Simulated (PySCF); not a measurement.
Below is a simulated gas-phase P 2p photoelectron spectrum of Cu(PH3)(SiH3) (`[SiH3][Cu]<-[PH3]`).

Every computed line was given a Gaussian of 0.7 eV full width at half maximum and an area set by the number of equivalent atoms (split 2:1 within a doublet); the highest printed point is 100. The calculation used delta-SCF UKS SCAN, pcX-2 on the ionised atom (unc-x2c-TZVPall on a metal), pcseg-1 elsewhere, spin-free X2C in PySCF.

binding energy (eV), intensity and a bar:
```
    137.1          0 
    137.2          1 
    137.3          2 #
    137.4          6 ##
    137.5         12 ####
    137.6         23 #######
    137.7         38 ###########
    137.8         57 #################
    137.9         77 #######################
    138.0         93 ############################
    138.1        100 ##############################
    138.2         97 #############################
    138.3         85 #########################
    138.4         69 #####################
    138.5         54 ################
    138.6         46 ##############
    138.7         44 #############
    138.8         46 ##############
    138.9         50 ###############
    139.0         51 ###############
    139.1         48 ##############
    139.2         40 ############
    139.3         30 #########
    139.4         20 ######
    139.5         12 ####
    139.6          7 ##
    139.7          3 #
    139.8          1 
    139.9          1 
    140.0          0
```

Q: Count the maxima, the lines and the sites behind this envelope.

A: The curve has 2 maxima (at 138.1 and 139.0 eV). Under it lie 2 lines from 1 inequivalent phosphorus site, drawn as a 2p3/2, 2p1/2 pair.

Q: Decompose the envelope and assign each component. Bonds: Cu1–P2, Cu1–Si6. Hydrogens: H3, H4, H5 on P2; H7, H8, H9 on Si6.

A: 
```csv
position (eV),relative area,line,atoms,environment
138.11,0.67,P 2p3/2,P2,phosphorus bonded to Cu and 3 H
139.00,0.33,P 2p1/2,P2,phosphorus bonded to Cu and 3 H
```

Q: What are the centre and the root-mean-square width of the whole band?

A: The area-weighted mean of the lines is 138.41 eV. Their own spread about it is 0.42 eV (rms) and each Gaussian has σ = 0.7/2.355 = 0.30 eV; the variances add, which gives 0.51 eV.

Shake-up satellites, vibrational structure and lifetime widths aren't simulated. The 2p values add to the ΔSCF energy of one spin-free hole a correction within the shell (spin–orbit coupling, ligand field). 2p1/2 minus 2p3/2 (ligand field included): P 0.89 eV. Isolated species at its PBE0-D3(BJ)/def2-SVP geometry, gas phase. Metal 2p energies of this one-determinant scheme are less reliable than its 1s energies.
